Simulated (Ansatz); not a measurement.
Be₃Br₄⁺. Total charge 1; doublet. Geometry PBE0-D4/def2-SVP; atoms count from 1.

```xyz
7

Be   -0.464    1.163   -0.036
Be   -0.351   -0.841   -0.860
Be    0.774   -0.337    0.926
Br   -1.535   -0.548    1.121
Br    1.362   -1.983   -0.298
Br   -0.937    0.804   -2.085
Br    1.151    1.741    1.233
```

The structure comes from a short search, and lower isomers may exist.

Problem. Estimate the Mulliken populations from the PBE0/def2-TZVP orbitals of Ansatz.

Solution. 
```json
{"atom": "Be1", "charge (e)": "0.22", "spin (α − β)": "0.29"}
{"atom": "Be2", "charge (e)": "0.22", "spin (α − β)": "0.29"}
{"atom": "Be3", "charge (e)": "0.22", "spin (α − β)": "0.29"}
{"atom": "Br4", "charge (e)": "0.07", "spin (α − β)": "0.07"}
{"atom": "Br5", "charge (e)": "0.09", "spin (α − β)": "0.02"}
{"atom": "Br6", "charge (e)": "0.09", "spin (α − β)": "0.02"}
{"atom": "Br7", "charge (e)": "0.09", "spin (α − β)": "0.02"}
```
Mulliken values depend strongly on the basis.

Problem. Where does the spin sit?

Solution. Summed by element: Be 0.87, Br 0.13, of 1 unpaired in all. Largest on single atoms: Be2 0.29, Be3 0.29, Be1 0.29.

Problem. And the Mayer bond orders between heavy atoms (over 0.3)?

Solution. Be1–Br4 0.55 (2.33 Å); Be1–Br6 0.81 (2.13 Å); Be1–Br7 0.81 (2.13 Å); Be2–Br4 0.55 (2.33 Å); Be2–Br5 0.81 (2.13 Å); Be2–Br6 0.81 (2.13 Å); Be3–Br4 0.55 (2.33 Å); Be3–Br5 0.81 (2.13 Å); Be3–Br7 0.81 (2.13 Å).
